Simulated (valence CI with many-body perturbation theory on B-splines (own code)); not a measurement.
Which ion has this spectrum?

A relativistic CI+MBPT calculation for an atom or ion with 40 electrons gives these levels (cm⁻¹):

```tsv
J	Parity	E	g
0	even	0	
1	even	205571	1.50
4	even	251124	1.07
2	even	258057	1.21
3	even	269855	1.12
0	even	443127	
2	even	445320	1.28
4	even	455493	1.15
3	even	459857	1.18
5	even	476707	1.08
6	even	489658	1.07
1	even	490499	1.07
3	even	503167	1.07
4	even	506629	1.03
```

The energies are calculated, and their last digits are not significant.

Problem. Which is it?
A. Bi43+
B. Tl41+
C. Hg40+
D. Pt38+

Solution. B. Tl41+, ground level (4d3/2^4) J=0.
